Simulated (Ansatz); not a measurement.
Reaction (ligand exchange at the Si–N bond): `F[Si](F)(Cl)N[SiH2]Cl` + `N[SiH3]` → `[SiH3]N[SiH2]Cl` + `N[Si](F)(F)Cl`

Computed with Ansatz on PBE0-D4/def2-TZVP structures; ΔE is electronic, products minus reactants. CBS: MP2 limit from def2 TZ/QZ plus the TZ coupled-cluster correction, frozen cores. This one scheme is used for every species. DFT in def2-TZVPP. HSE06 is defined as in plane-wave codes. Each species was taken in one conformer, which may not be the lowest.

Question: Is it downhill or uphill in electronic energy at CCSD(T)/CBS, and by how much? (Estimate.)

Answer: Computed: Downhill: ΔE = -0.08 eV.

Question: What do these levels give: LDA (SPW92), PBE-D4, BLYP-D4, r2SCAN-D4, r2SCAN0-D4, PBE-QIDH, r2SCANh, HSE06, CCSD(T)/def2-SVP, SCS-MP2/def2-TZVPP, CCSD(T)/def2-TZVPP, MP2/def2-QZVPP? (An estimate is asked.)

Answer: Computed: LDA (SPW92) -0.10, PBE-D4 -0.07, BLYP-D4 -0.06, r2SCAN-D4 -0.08, r2SCAN0-D4 -0.08, PBE-QIDH -0.09, r2SCANh -0.09, HSE06 -0.09, CCSD(T)/def2-SVP -0.05, SCS-MP2/def2-TZVPP -0.07, CCSD(T)/def2-TZVPP -0.07, MP2/def2-QZVPP -0.08 eV.

Largest T1 diagnostic among the species: 0.011.

Leaving LDA and LC-ωPBE aside and taking each functional with its dispersion term where it has one, the values spread over 0.03 eV, from PBE-QIDH to BLYP-D4.
